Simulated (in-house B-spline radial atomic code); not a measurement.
Whole-atom quantities along the 1-electron series, configuration 1s1. Computed with a B-spline radial code for spherical atoms: non-relativistic Hartree-Fock, average of the configuration, point nuclei.

This level leaves out relativity, spin-orbit splitting included, which matters for heavy ions.

```tsv
ion	Z	E/Z² (Eh)	Σ<r²> (bohr²)	n(0)/Z³ (bohr⁻³)	Lamb diamagnetic shielding (ppm)
I52+	53	-0.5	0.001068	0.31831	940.77
Xe53+	54	-0.5	0.0010288	0.31831	958.52
Cs54+	55	-0.5	0.00099174	0.31831	976.27
Ba55+	56	-0.5	0.00095663	0.31831	994.03
La56+	57	?	?	?	?
Ce57+	58	-0.5	0.0008918	0.31831	1029.53
Pr58+	59	-0.5	0.00086182	0.31831	1047.28
Nd59+	60	?	?	?	?
Pm60+	61	?	?	?	?
Sm61+	62	-0.5	0.00078044	0.31831	1100.53
Eu62+	63	-0.5	0.00075586	0.31831	1118.28
```

**Question.** Fill in the row of La56+.

**Answer.** E/Z² (Eh): -0.5; Σ<r²> (bohr²): 0.00092336; n(0)/Z³ (bohr⁻³): 0.31831; Lamb diamagnetic shielding (ppm): 1011.78.

**Question.** Fill in the row of Nd59+.

**Answer.** E/Z² (Eh): -0.5; Σ<r²> (bohr²): 0.00083333; n(0)/Z³ (bohr⁻³): 0.31831; Lamb diamagnetic shielding (ppm): 1065.03.

**Question.** Fill in the row of Pm60+.

**Answer.** E/Z² (Eh): -0.5; Σ<r²> (bohr²): 0.00080623; n(0)/Z³ (bohr⁻³): 0.31831; Lamb diamagnetic shielding (ppm): 1082.78.

**Question.** With what power of Z does the column «Σ<r²> (bohr²)» change over this range?

**Answer.** A fit of the logarithm of its size against log Z from Z = 53 to 63 has slope -2.00. Unscreened non-relativistic hydrogenic orbitals would give -2.
